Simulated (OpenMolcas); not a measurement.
## What dynamic correlation does to the levels of Cr III

| Property | Result |
| --- | --- |
| Program | OpenMolcas 26.06 |
| Basis | ANO-RCC-VQZP [7s6p4d3f2g1h] |
| Scalar Hamiltonian | DKH2, point nucleus |
| Active space | 4 electrons in 5 orbitals (3d) |
| State averaging | 2S+1 = 5 even, 5 roots; 2S+1 = 3 even, 45 roots; 2S+1 = 1 even, 50 roots |
| Spin-orbit coupling | state interaction with AMFI integrals over the reference wave functions, term energies averaged over their components |

Methods on the same reference wave functions:
A. CASSCF
B. SS-CASPT2, IPEA 0.25 Eh, imaginary shift 0.1 Eh (closed shells correlated: 3s 3p)
C. MS-CASPT2, IPEA 0.25 Eh, imaginary shift 0.1 Eh (closed shells correlated: 3s 3p)

Energies in eV above 3d⁴ ⁵D₀, the measured ground level; measured values from Sugar and Corliss, J. Phys. Chem. Ref. Data 6, 317 (1977).

```
     Level       A       B       C  Measured
   3d⁴ ⁵D₀  0.0000  0.0000  0.0000    0.0000
   3d⁴ ⁵D₁  0.0082  0.0083  0.0083    0.0077
   3d⁴ ⁵D₂  0.0243  0.0246  0.0246    0.0227
   3d⁴ ⁵D₃  0.0478  0.0483  0.0483    0.0442
   3d⁴ ⁵D₄  0.0782  0.0785  0.0786    0.0714
   3d⁴ ³H₄  2.4843   2.108   2.108    2.1417
   3d⁴ ³H₅  2.5011   2.125   2.125    2.1569
   3d⁴ ³H₆  2.5202   2.145   2.145    2.1735
3d⁴ ³P₀(1)  2.6922   2.022   2.020    2.0794
3d⁴ ³P₁(1)  2.7404   2.071   2.070    2.1286
3d⁴ ³P₂(1)  2.8293   2.160   2.159    2.2133
3d⁴ ³F₂(1)  2.8543   2.258   2.256    2.2877
3d⁴ ³F₃(1)  2.8610   2.265   2.264    2.2951
3d⁴ ³F₄(1)  2.8709   2.275   2.275    2.3040
   3d⁴ ³G₃  3.1312   2.563   2.563    2.5669
   3d⁴ ³G₄  3.1517   2.583   2.584    2.5854
   3d⁴ ³G₅  3.1703   2.603   2.603    2.6032
   3d⁴ ¹I₆  3.7266   3.185   3.185    3.2254
3d⁴ ¹G₄(1)  3.9237   3.143   3.141    3.1168
   3d⁴ ³D₃  4.0457   3.209   3.209    3.1897
   3d⁴ ³D₂  4.0526   3.216   3.216    3.1964
   3d⁴ ³D₁  4.0596   3.223   3.223    3.2048
3d⁴ ¹S₀(1)  4.5550   3.400   3.397    3.3937
3d⁴ ¹D₂(1)  4.8781   4.020   4.020    3.9863
```

Deviations, from unrounded energies. A percentage is the sum of absolute deviations over the sum of measured energies, with the sign that they share, or ± where signs differ.

```json
{"Against measurement": "mean absolute deviation (cm-1)", "Levels": "23", "A": "4300", "B": "190", "C": "190"}
{"Against measurement": "fine structure of the ground term (%)", "Levels": "4", "A": "+8.5", "B": "+9.4", "C": "+9.4"}
{"Against measurement": "other terms of the ground configuration (%)", "Levels": "19", "A": "+24.0", "B": "±1.0", "C": "±1.0"}
```

B, C lie about equally close to measurement and A furthest from it. The largest miss of B in the table is 3d⁴ ³P₀(1), by -460 cm-1. The ranking rests on the paired levels alone, and a cruder setting can come out closer through cancelling errors.

Between B and C the level of the table that moves most is 3d⁴ ¹S₀(1), by 24 cm-1 (lowest in C, highest in B). Moves below CASPT2's spread within the term are not significant.

The two smallest mean deviations differ by little beside CASPT2's spread within terms, so their order carries little weight.

From A to B the spin-free energies of the other terms of 3d⁴ shown, above ⁵D, scale by factors of 0.74 to 0.85, as is usual when dynamic correlation screens the repulsion within a d or f shell.

The lowest spin-free term lies below A's lowest term by 0.434 hartree in B, 0.434 hartree in C.

CASPT2 breaks the degeneracy within a term, and the mean is taken; among the terms shown or strongly mixed into the levels shown the widest spread is 1300 cm-1 (3d⁴ ¹I, C). The CASPT2 spread within a term exceeds the gap to the next term for 3d⁴ ¹I and 3d⁴ ³D, so the order of their levels is uncertain (figures for B; the like holds for C). Without dynamic correlation excited terms often stand tens of per cent too high (terms of higher spin than the ground term too low), and those without a measured partner can miss by more than the paired ones (holds for A). Measured partners are found by configuration, term and J. A level has none where our copy of the source lacks it or the pairing is in doubt (some pairs that miss far off the trend of their configuration count as doubtful), and it then counts in no deviation. Only configurations of the active space appear. Levels that lie high or do not pair safely by name in every column are left out.

A number in round brackets counts repeated terms of one configuration in the order of the reference energies.
